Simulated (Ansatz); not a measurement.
Molecule: sum formula SiBrF₂ (charge 0, doublet). It need not be the lowest isomer of its formula. 
Structure (B3LYP-D3(BJ)/def2-TZVP (Ansatz, a quantum-chemistry and plane-wave program) minimum search):
SMILES: F[Si](F)Br
```xyz
4

Si    -1.0205     0.2091    -0.0849
F     -1.6132    -0.3858     1.2686
F     -1.4826    -0.7715    -1.2519
Br     1.2042     0.2139     0.0297
```
Charge 0, spin multiplicity 2.

Total electronic energies in hartree. Correlated levels leave the core frozen unless marked. Open shells are spin-unrestricted. No spin-orbit coupling. The frozen core is the preceding noble-gas configuration, with the filled d and f shells of earlier blocks. Non-relativistic. CBS(X,Y): correlation extrapolated as X^-3; Hartree-Fock from the larger set.

| level | program | energy (Eh) |
|---|---|---|
| BHLYP-D3(BJ)/def2-TZVPD | Ansatz + dftd3 | -3063.49592 |
| BHLYP/def2-TZVPD | Ansatz | -3063.49049 |
| CAM-B3LYP-D4/def2-TZVPD | Ansatz + dftd4 | -3063.66197 |
| CAM-B3LYP/def2-TZVPD | Ansatz | -3063.65880 |
| PBE-QIDH/def2-TZVPD | Ansatz | -3062.50308 |
| MP2/def2-QZVPP | Ansatz | -3061.36741 |
| MP2/CBS(def2-TZVPP,def2-QZVPP) | Ansatz | -3061.4222 |
| SCS-MP2/def2-SVP | Ansatz | -3060.31872 |
| CCSD(T)/CBS(def2-TZVPP,def2-QZVPP) | Ansatz | -3061.4639 |

Totals of different functionals don't rank their quality; only differences between species are comparable.
